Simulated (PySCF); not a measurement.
**Dipole moment and polarisability of `C[C@@]1(C#N)CO[C@H](F)O1`**

Species: C5H6FNO2.
Numbering: `[CH3:1][C@@:2]1([C:3]#[N:4])[CH2:5][O:6][C@H:7]([F:8])[O:9]1` (hydrogens: H10, H11, H12 on C1; H13, H14 on C5; H15 on C7)

Structure used (GFN2-xTB), in Å, numbered top down from 1:
```
atom  x, y, z in Å
C1    -1.6647   -0.5681   -0.3979
C2    -0.3350    0.1716   -0.2667
C3    -0.4496    1.5024   -0.8497
N4    -0.5462    2.5482   -1.2964
C5     0.1974    0.2596    1.1925
O6     1.3278   -0.5985    1.1881
C7     1.7673   -0.6254   -0.1001
F8     2.5780    0.4781   -0.3302
O9     0.6948   -0.5755   -0.9360
H10   -2.4586    0.0105    0.0679
H11   -1.5881   -1.5409    0.0816
H12   -1.8959   -0.7116   -1.4505
H13    0.4944    1.2832    1.4483
H14   -0.5145   -0.1204    1.9251
H15    2.3885   -1.5053   -0.2980
```

Level: PBE0/def2-SVPD (PySCF), static field, nuclei fixed, core orbitals frozen in the response. The polarisability tensor in these axes (au):

```
x   69.40 -3.31  1.35
y   -3.31 71.47 -5.37
z    1.35 -5.37 61.38
```

Problem. What are the eigenvalues, a third of the trace, and Δα (Δα² = ½Σ(αi − αj)² over the three pairs)?

Solution. Principal values 59.06, 67.40 and 75.79 au; mean 67.42 au = 9.99 Å³ = 11.12 × 10⁻⁴⁰ C²·m²/J; Δα = 14.49 au (21 % of the mean).

Problem. What is the dipole moment, and where does it point?

Solution. (-2.05, -3.31, 2.15) D, 4.45 D in size, pointing from the negative to the positive side. Measured along this direction, the outermost atoms are N4 at the negative end and H11 at the positive end.

Problem. Give the eigenvalues of the traceless quadrupole moment Θ = ½Σq(3rr − r²1), origin at the centre of nuclear charge.

Solution. -12.76, 3.91, 8.85 D·Å. The values depend on the origin, since the dipole doesn't vanish. The electronic extent ⟨r²⟩ about the same centre is 1014 bohr², a root-mean-square distance of 2.04 Å for the 68 electrons.

Problem. Estimate the molar refractivity from the static electronic polarisability.

Solution. Lorentz–Lorenz: R = (4π/3)N_A α = 2.5225 cm³/(mol·Å³) × 9.99 Å³ = 25.2 cm³/mol, in the limit of long wavelengths.

Problem. What would n − 1 = 2πNα be for an ideal gas of these molecules at 400 K and 1 atm, electronic part alone?

Solution. N = p/kT = 1.8347 × 10¹⁹ cm⁻³, so n − 1 = 2π × N × 9.99 × 10⁻²⁴ cm³ = 1152 × 10⁻⁶ at long wavelengths.

One conformer (not necessarily the lowest) at the GFN2-xTB geometry, without solvent, vibrations or thermal averaging.
